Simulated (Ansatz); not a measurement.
Compare A (`C[NH][Al]([CH3])[SiH3]`) with its isomer B (`[CH3][AlH][CH2]N[SiH3]`).

Isolated molecules relaxed with PBE0-D4/def2-TZVP in Ansatz; ΔE leaves out vibrations. CCSD(T)/CBS adds triple-zeta CCSD(T) − MP2 to the extrapolated MP2 energy (def2 sets, frozen cores). DFT in def2-TZVPP. B3LYP here is the variant with VWN-RPA as its local correlation; programs differ in this. One conformer a species, not always the lowest.

A:

```xyz
15

C     2.110    1.133   -0.196
N     0.939    0.923    0.627
Al   -0.485   -0.091    0.334
C    -1.898   -0.135    1.681
Si   -0.564   -1.369   -1.763
H     2.030    0.545   -1.113
H     2.229    2.182   -0.493
H     3.034    0.824    0.307
H     0.987    1.455    1.484
H    -2.056   -1.153    2.053
H    -2.854    0.195    1.261
H    -1.675    0.502    2.541
H    -0.680   -2.835   -1.505
H    -1.753   -0.996   -2.586
H     0.635   -1.179   -2.632
```

B:

Z-matrix (Å, degrees):
```
C
Al 1 1.957
H 1 1.096 2 110.1
H 1 1.094 2 112.0 3 -119.1
H 1 1.094 2 112.4 3 118.8
C 2 2.004 1 117.5 3 90.0
H 2 1.595 1 121.0 3 -76.1
N 6 1.469 2 106.4 1 75.4
H 6 1.098 2 113.8 1 -160.1
H 6 1.097 2 107.8 1 -41.8
Si 8 1.696 6 116.1 2 37.7
H 8 1.009 6 116.6 2 -167.3
H 11 1.491 8 118.8 6 75.7
H 11 1.484 8 113.4 6 -154.7
H 11 1.525 8 102.3 6 -37.7
```

(1) Which is lower in electronic energy at CCSD(T)/CBS, and by how much? (An estimate is asked.)

(2) Give E(B) − E(A) in kJ/mol with r2SCAN-D4, CCSD/def2-TZVPP, PBE-D4, MP2/def2-TZVPP, B3LYP, PBE0-D4, CCSD(T)/def2-TZVPP. (Estimate.)

Largest T1 diagnostic: 0.012.

Results:

(1) Computed: A, by 69.5 kJ/mol.

(2) The calculation gave: r2SCAN-D4 72.9, CCSD/def2-TZVPP 73.2, PBE-D4 78.6, MP2/def2-TZVPP 65.1, B3LYP 79.2, PBE0-D4 74.3, CCSD(T)/def2-TZVPP 72.9. None reverses the order clearly.

The D4 term adds −7.1 kJ/mol with B3LYP and −3.6 kJ/mol with PBE0; it sums over pairs of atoms, weighted by their polarisabilities, and B3LYP, whose exchange is more repulsive, gets the larger term. From PBE to PBE0 (25 % exact exchange), in def2-TZVPP and without D4, E(B) − E(A) moves by −5.1 kJ/mol.
